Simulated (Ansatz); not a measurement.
CH₃AlO₂S, SMILES `O=[C](S)[AlH][OH]`. Charge 0, multiplicity 1.

Z-matrix (Å, degrees):
```
C
S 1 1.811
Al 1 2.013 2 120.5
O 1 1.203 2 119.0 3 -178.7
H 2 1.343 1 95.4 3 -2.3
O 3 1.688 1 119.5 2 -28.2
H 3 1.569 1 121.1 2 152.5
H 6 0.955 3 127.7 1 -8.2
```

(1) What are the harmonic wavenumbers in cm⁻¹ at PBE0-D4/def2-TZVP (Ansatz, finite differences of forces, unscaled)? (Estimate.)

(2) Is this a minimum?

(3) Give the ideal-gas thermochemistry at 298.15 K and 1 bar (rigid rotor, harmonic oscillator; point group C1, symmetry number 1).

Answers

(1) The calculation gave: 48, 84, 196, 294, 326, 356, 426, 440, 521, 563, 650, 763, 875, 971, 1740, 1993, 2705, 3973.

(2) Yes, all 18 modes are real.

(3) Zero-point energy 101.2 kJ/mol; H(298) − E = 123.3 kJ/mol; entropy 359.5 J/(mol·K), of which translation 167.0, rotation 115.3, vibration 77.2; G(298) − E = 16.1 kJ/mol. Modes under 100 cm⁻¹ are hindered rotations or soft bends, so the harmonic entropy is rough.
